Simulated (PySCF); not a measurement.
## Computed vibrations of [Yb(SH)3]−

[Yb(SH)3]− (singlet in the valence; each metal's 4f electrons, 14 of them, lie in its core potential, out of spins and levels). PySCF 2.14.0, RKS PBE0, Yb lcecp-0-SVP with ECP60, S def2-SVP, H def2-SVP; non-relativistic Hamiltonian with scalar-relativistic core potentials where named; density fitting; no spin-orbit coupling. Central differences of gradients.

```xyz
7

Yb    0.0000    0.0000   -0.0347
S     2.7972    0.0000    0.0197
H     2.8448    0.0000    1.3729
S    -1.3986    2.4225    0.0197
H    -1.4224    2.4636    1.3729
S    -1.3986   -2.4225    0.0197
H    -1.4224   -2.4636    1.3729
```

Run from Python with OMP_NUM_THREADS=2. Where DIIS fails, smearing, a level shift and second-order steps follow.
It took 2.1 min on 2 threads of Arm Neoverse V1, with other jobs on the host.

Task: What are the harmonic wavenumbers and infrared intensities?

Result: Modes are labelled in C3v; negative numbers are unstable modes, those under 60 cm⁻¹ near the noise; a finer grid moves soft modes by up to 10 cm⁻¹.
| cm⁻¹ | km/mol | symmetry |
| --- | --- | --- |
| -207 | – | a2 |
| -195 | – | e |
| -195 | – | e |
| 46 | 36.1 | a1 |
| 65 | 11.2 | e |
| 65 | 11.2 | e |
| 215 | 0.3 | a1 |
| 227 | 47.2 | e |
| 227 | 47.2 | e |
| 335 | 19.6 | e |
| 335 | 19.6 | e |
| 350 | 1.7 | a1 |
| 2684 | 0.1 | e |
| 2684 | 0.1 | e |
| 2685 | 90.2 | a1 |

Task: Is this a minimum?

Result: No: 3 unstable; the lowest moves the atoms so:
```
Yb   0.00  0.00  0.00
S    0.00  0.02  0.00
H    0.00 -0.58  0.00
S   -0.02 -0.01  0.00
H    0.50  0.29  0.00
S    0.02 -0.01  0.00
H   -0.50  0.29  0.00
```

An lcecp potential fixes the number of 4f electrons, so in runs with it no electron can move into or out of that shell.
